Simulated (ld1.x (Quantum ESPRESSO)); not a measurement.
## Before and after: PAW potential for Zn

- Element: Zn
- Generator: ld1.x (Quantum ESPRESSO) 7.5
- Type: PAW
- Functional: BP86
- Relativity: scalar-relativistic
- Frozen core: [Ar]
- Valence charge: 12
- Reference configuration: 3d10 4s2 4p0
- Partial waves: 4s (bound): rcut 1.95, rcutus 2.05 bohr; 4s channel at 0.45 Ry: rcut 1.95, rcutus 2.05 bohr; 4p (bound, empty): rcut 2.45, rcutus 3.25 bohr; 4p channel at 1.05 Ry: rcut 2.45, rcutus 3.25 bohr; 3d (bound): rcut 0.85, rcutus 1.05 bohr; 3d channel at 0.05 Ry: rcut 0.85, rcutus 1.05 bohr; 4f channel at -0.15 Ry: rcut 2.20, rcutus 2.65 bohr
- Local potential: all-electron potential smoothed inside 2.10 bohr (lloc = -2)
- Core correction: Bessel-smoothed model core inside 0.90 bohr
- Augmentation charge: BESSEL, radius 0.85 bohr

All-electron outer shells of the reference configuration (BP86, scalar-relativistic, ld1.x):

| shell | level (eV) | outermost node (bohr) | outermost maximum (bohr) |
| --- | --- | --- | --- |
| 3s | -129.34 | 0.28 | 0.59 |
| 3p | -83.52 | 0.25 | 0.59 |
| 3d | -10.29 | – | 0.57 |
| 4s | -6.16 | 0.85 | 2.09 |
| 4p | -1.20 | 0.92 | 3.04 |

Change: all radii but the core radius scaled by about 1.38 (s 2.82, p 4.48, d 1.44, f 3.64 bohr, rcut 2.68/3.38/1.16/3.02); local potential all-electron potential smoothed inside 2.90 bohr (lloc = -2); augmentation BESSEL, radius 1.16 bohr.

Cutoffs: the cutoffs (Ry, on a coarse ladder) from which the occupation-weighted sum of valence levels, in a spherical-Bessel basis at the reference potential, stays within 10 and 1 mRy of its value at 400 Ry; they do not see the model core or the augmentation charge, which bear on the density cutoff. Errors are all-electron minus pseudo energies relative to the spin-unpolarised reference configuration.

Problem. Predict the effect on cutoff, ghosts and configuration errors.

Solution. The potential gets softer (140 Ry and 230 Ry → 55 Ry and 90 Ry); of the 7 tests that both files solve, the error grows in 4 and shrinks in 3 by more than 15 % and 0.3 meV (median size 13.6 → 20.4 meV); neither file shows a bound ghost. A larger radius leaves more room for a smooth pseudo-wave, so fewer plane waves are needed.

| quantity | base | changed |
| --- | --- | --- |
| cutoff, loose | 140 Ry | 55 Ry |
| cutoff, tight | 230 Ry | 90 Ry |
| loose cutoff by channel (10 mRy a level) | s 6 Ry, d 90 Ry | s 6 Ry, d 45 Ry |
| bound ghosts | none | none |
| error for 3d10 4s1 4p0, meV [ΔE 10.09 eV] | -2.6 | +0.7 |
| error for 3d10 4s0 4p0, meV [ΔE 28.61 eV] | -14 | -11 |
| error for 3d9 4s0 4p0, meV [ΔE 69.22 eV] | -169 | -256 |
| error for 3d9 4s2 4p1, meV [ΔE 12.26 eV] | -97 | -197 |
| error for 3d10 4s0 4p1, meV [ΔE 16.46 eV] | -9.0 | +20 |
| error for 3d10 4s1.5 4p0, meV [ΔE 4.04 eV] | -0.7 | +0.1 |
| error for 3d8 4s0 4p0, meV [ΔE 131.09 eV] | -1102 | -1731 |
| lowest overlap eigenvalue by channel | s 0.43, p 0.53, d 1.00, f 0.57 | s 0.46, p 0.87, d 1.00, f 0.11 |
